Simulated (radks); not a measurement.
Problem. Neutral argon, [Ar]. Calculated with a radial shooting solver on a logarithmic mesh with Libxc functionals: non-relativistic Kohn-Sham, exchange-only PBE, spin-polarised, spherical densities, point nucleus. Every spin shell is full or empty, so the densities are truly spherical. Functionals are evaluated on that one density, not self-consistently. Rank these exchange functionals by their error against the exact value of the orbitals, and give that value: LDA, PBE, PBEsol, revPBE, OPTX, WC, AM05, G96, APBE, r2SCAN, MS2, MVS.

Solution. Exact: -30.1159 hartree. From best to worst, with 100 (|E| - |E exact|)/|E exact| (equal figures are ties): r2SCAN +0.04, MS2 +0.04, OPTX +0.09, G96 +0.09, MVS -0.16, revPBE -0.16, PBE -0.53, APBE +0.57, WC -1.50, PBEsol -3.36, AM05 -6.71, LDA -7.60.
